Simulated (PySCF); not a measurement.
## Computed properties of CH5ClFNSi, SMILES NC[Si@H](F)Cl

CH5ClFNSi, SMILES NC[Si@H](F)Cl. Coordinates come from a PBE0-D3(BJ)/def2-SVP optimisation. The structure was generated by enumeration; whether it is a known compound was not checked. The values are those of a single conformer. All values are computed for the isolated molecule unless a solvent is named; none is compared with measurement here.

**Structure.** All 24 harmonic modes at PBE0-D3(BJ)/def2-SVP (PySCF) are real, so it is a minimum. With heavy atoms numbered as in [NH2:1][CH2:2][Si@H:3]([F:4])[Cl:5], the shortest bond between them is N1–C2 at 1.459 Å and the longest Si3–Cl5 at 2.060 Å.

**Vibrations.** The strongest infrared lines (harmonic, unscaled, degenerate partners summed) lie at 922 cm⁻¹ (167 km/mol, Si 42 %, F 32 %, H 21 %), 735 cm⁻¹ (156 km/mol, Si 33 %, H 32 %, C 29 %), 843 cm⁻¹ (139 km/mol, H 69 %, F 16 %). The softest mode is at 77 cm⁻¹ and the zero-point energy is 43.1 kcal/mol.

**Electronic structure.** r2SCAN/def2-TZVP (PySCF) places the frontier levels at -5.90 and -0.14 eV, a gap of 5.76 eV, and gives a dipole moment of 1.52 D and a mean polarisability of 57.2 bohr³. PBE/def2-TZVP (PySCF) at the same geometry gives -5.64 and -0.59 eV, so its gap is 0.71 eV narrower. An orbital gap is neither the optical nor the fundamental gap.

**Excitations.** TDDFT-B3LYP/def2-SVPD (PySCF) has S1 at 5.69 eV (218 nm, f = 0.037, weak); the most intense of the 10 singlets computed lies at 8.27 eV (f = 0.06). T1 (TDA) is at 5.32 eV. TDDFT-PBE/def2-SVPD (PySCF) puts S1 at 5.21 eV. No vertical singlet excitation falls in the visible range (under 3.1 eV).

**NMR.** GIAO shifts at KT2/pcSseg-1 (PySCF) (non-relativistic, atoms alike by connectivity averaged): ¹³C at 39.0 ppm against TMS; ¹H from 0.4 to 5.6 ppm against TMS; ²⁹Si at 8.3 ppm against TMS; ¹⁹F at -209.1 ppm against CFCl3. Without spin–orbit terms, shifts of atoms bonded to Cl or Br come out too high.

**Solvation.** SMD-PBE0/6-31G* (PySCF) gives -4.2 kcal/mol in water, -6.4 kcal/mol in dichloromethane, -3.1 kcal/mol in n-hexane (1 M in both phases, gas-phase geometry); of these solvents dichloromethane holds the molecule best.
